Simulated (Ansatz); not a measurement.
A nudged elastic band was laid between two geometries of C$_{3}$H$_{6}$OSi (11 atoms, charge 0, multiplicity 1).

Level of theory: RKS BHLYP-D4/STO-3G in Ansatz.

| Property | Result |
| --- | --- |
| movable images | 5 |
| climbing image | yes |
| spring | 5.0 eV/Å² |
| optimiser | quadratic models (default) |
| start path | IDPP |
| force threshold | 0.05 eV/Å |
| iteration limit | 60 |
| end points | relaxed |

First end point:

```xyz
11
Properties=species:S:1:pos:R:3
O 0.113 2.277 -0.596
C 0.048 0.938 -0.233
C -0.083 0.338 0.961
C -0.082 -1.166 0.645
Si 0.108 -0.665 -1.156
H 0.036 2.778 0.277
H -0.172 0.786 1.950
H -1.009 -1.675 0.918
H 0.750 -1.711 1.094
H -0.988 -0.955 -2.036
H 1.344 -1.002 -1.802
```

Last end point:

```xyz
11
Properties=species:S:1:pos:R:3
O 0.068 2.367 -0.137
C 0.028 0.975 -0.016
C -0.101 0.285 1.129
C -0.089 -1.192 0.706
Si 0.100 -0.565 -1.052
H 0.172 2.535 -1.124
H -0.196 0.655 2.148
H -1.012 -1.727 0.939
H 0.747 -1.763 1.115
H -0.989 -0.790 -1.959
H 1.337 -0.838 -1.726
```

(1) Which bonds break or form, and what moves?

(2) Give the energies along the band, and the barrier.

(3) What is the geometry of the highest image?

(4) What are the harmonic wavenumbers there?

## Answers

(1) No bond is made or broken. The dihedral H6–O1–C2–Si5 goes from -180 to 0°.

(2) The forces met the threshold. The highest image is number 3 of 0 to 6, 27.2 kJ/mol above the first end and 17.9 kJ/mol above the last; the last end lies 9.3 kJ/mol above the first. A vibrational analysis at the climbing image gives one clearly imaginary mode, 404i cm⁻¹: a first-order saddle point. Limits of this set-up: minimal basis.

```json
{"image": "0", "path coordinate (Å)": "0.00", "energy (kJ/mol)": "0.0", "dihedral H6–O1–C2–Si5 (°)": "-180"}
{"image": "1", "path coordinate (Å)": "0.37", "energy (kJ/mol)": "6.4", "dihedral H6–O1–C2–Si5 (°)": "-154"}
{"image": "2", "path coordinate (Å)": "0.74", "energy (kJ/mol)": "20.5", "dihedral H6–O1–C2–Si5 (°)": "-127"}
{"image": "3", "path coordinate (Å)": "1.11", "energy (kJ/mol)": "27.2", "dihedral H6–O1–C2–Si5 (°)": "-99"}
{"image": "4", "path coordinate (Å)": "1.53", "energy (kJ/mol)": "21.0", "dihedral H6–O1–C2–Si5 (°)": "-67"}
{"image": "5", "path coordinate (Å)": "1.94", "energy (kJ/mol)": "12.3", "dihedral H6–O1–C2–Si5 (°)": "-34"}
{"image": "6", "path coordinate (Å)": "2.36", "energy (kJ/mol)": "9.3", "dihedral H6–O1–C2–Si5 (°)": "0"}
```

(3) 
```xyz
11
Properties=species:S:1:pos:R:3
O -0.289 2.336 -0.367
C -0.117 0.958 -0.125
C -0.275 0.274 1.018
C -0.066 -1.199 0.632
Si 0.178 -0.584 -1.128
H 0.620 2.732 -0.181
H -0.494 0.646 2.020
H -0.941 -1.825 0.818
H 0.794 -1.660 1.121
H -0.824 -0.964 -2.081
H 1.478 -0.771 -1.706
```

(4) 404i, 246, 364, 373, 636, 641, 730, 764, 835, 918, 947, 1007, 1076, 1159, 1263, 1322, 1381, 1395, 1483, 1726, 1884, 2743, 2786, 3461, 3557, 3575, 3914 cm⁻¹.

Run time: 52 s on 1 thread of Arm Neoverse V2 (shared host), peak memory 0.1 GiB.
